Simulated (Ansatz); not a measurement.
Cost and result for the atomization energy of `N[Si](O)(O)F` (9 atoms, 8 bonds).

```xyz
9

N     1.209   -0.217    0.719
Si   -0.185   -0.141   -0.232
O    -1.511    0.339    0.588
O    -0.051    0.887   -1.485
F    -0.391   -1.630   -0.760
H     1.633    0.617    1.089
H     1.889   -0.940    0.550
H    -1.727   -0.144    1.386
H    -0.867    1.230   -1.854
```

Charge 0, multiplicity 1. Geometry: relaxed with PBE0-D4/def2-TZVP. It is one conformer, not always the lowest. Program: Ansatz. Hardware: A = 2 threads of an AMD EPYC 7R13 on a shared host; B = 2 threads of an AMD EPYC 7R13 on a shared host and a share of an NVIDIA H100 80 GB. Times are those of one run each, without the atoms' runs, and a repeat can differ threefold. Electronic energies, without spin–orbit coupling; frozen cores. CCSD(T)/CBS extrapolates def2-TZVPP and def2-QZVPP, and its time is that of the two runs behind it. T1 = 0.011. B3LYP takes the VWN-RPA correlation (the form of Gaussian; ORCA's B3LYP/G).

CCSD(T)/CBS is a level of theory with its own doubt, some kJ/mol a heavy atom from the limit and from the frozen cores, so smaller differences don't rank the functionals.

| level | functions | wall time | atomization (kcal/mol) | difference from CCSD(T)/CBS | per bond |
| --- | --- | --- | --- | --- | --- |
| CCSD(T)/def2-TZVPP [B] | 222 | 3.2 s | 848.0 | -30.9 | -3.9 |
| PBE-D4/def2-TZVPP (with forces) [A] | 222 | 4.3 s | 883.2 | 4.3 | 0.5 |
| PBE0-D4/def2-TZVPP [A] | 222 | 4.4 s | 860.6 | -18.3 | -2.3 |
| B3LYP-D4/def2-TZVPP (with forces) [A] | 222 | 7 s | 868.1 | -10.8 | -1.4 |
| r2SCAN-D4/def2-TZVPP (with forces) [A] | 222 | 7.5 s | 870.4 | -8.5 | -1.1 |
| B2PLYP/def2-TZVPP [A] | 222 | 8 s | 863.3 | -15.6 | -2.0 |
| ωB97X-V/def2-TZVPP [A] | 222 | 9 s | 873.7 | -5.2 | -0.7 |
| ωB97M-V/def2-TZVPP (with forces) [A] | 222 | 13 s | 876.0 | -2.9 | -0.4 |
| CCSD(T)/def2-QZVPP [B] | 418 | 27 s | 866.8 | -12.1 | -1.5 |
| CCSD(T)/CBS(def2) | – | 30 s | 878.9 | 0.0 | 0.0 |

From PBE to PBE0 (25 % exact exchange), in def2-TZVPP and without D4, the atomization energy moves by −22.0 kcal/mol: exact exchange takes away binding that semilocal exchange gives to molecules. In def2-TZVPP, CCSD(T) changes the Hartree–Fock value by +239.6 kcal/mol (the triples alone add +13.6 kcal/mol) and MP2 by +266.5 kcal/mol; breaking electron pairs costs correlation energy, which Hartree–Fock lacks. The D4 term adds +6.6 kcal/mol with B3LYP and +3.4 kcal/mol with PBE0; it sums over pairs of atoms, weighted by their polarisabilities, and B3LYP, whose exchange is more repulsive, gets the larger term.
